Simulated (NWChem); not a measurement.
MgHSF; SMILES [F][Mg][SH]

```xyz
4

Mg     0.0229    -0.6195     0.0000
F      0.0112    -2.3577     0.0000
S      0.0574     1.6800     0.0000
H     -1.2940     1.7736     0.0000
```
Atoms are numbered in this order, from 1.

Results from NWChem. Pople sets run with spherical d functions. Medium grid unless said otherwise, to which SCAN and Minnesota functionals are sensitive. All runs use the structure optimised with B3LYP/6-31G* (spherical d). B3LYP is NWChem's, with the RPA form of VWN correlation. Total energies of different functionals are on different scales.

| level | energy (Ha) | highest occupied level (eV) | orbital gap (eV) | dipole (D) |
|---|---|---|---|---|
| B3LYP/6-31G* | -698.8173 | -6.96 | 5.16 | 0.80 |
| PBE/6-31G* | -698.3829 | (withheld) | 3.80 | 0.82 |
| M06-L/6-31G* | -698.7602 | -6.17 | 5.07 | 0.79 |
| M05-2X/6-31G* | -698.7602 | -8.45 | 7.72 | 0.86 |
| MPW1K/6-31G* | -698.7660 | -8.14 | 7.15 | 0.86 |
| M06-2X/6-31G* | -698.6977 | -8.39 | 7.33 | 0.83 |
| KT2/6-31G* | -705.1374 | -6.09 | 3.78 | 0.82 |
| B3PW91/6-31G* | -698.6786 | -7.03 | 5.47 | 0.83 |
| r2SCAN0/6-31G* | -698.6647 | -7.42 | 6.19 | 0.86 |

Question: Some entries are withheld; supply them.

Answer: 
- PBE/6-31G*, highest occupied level (eV): -6.02
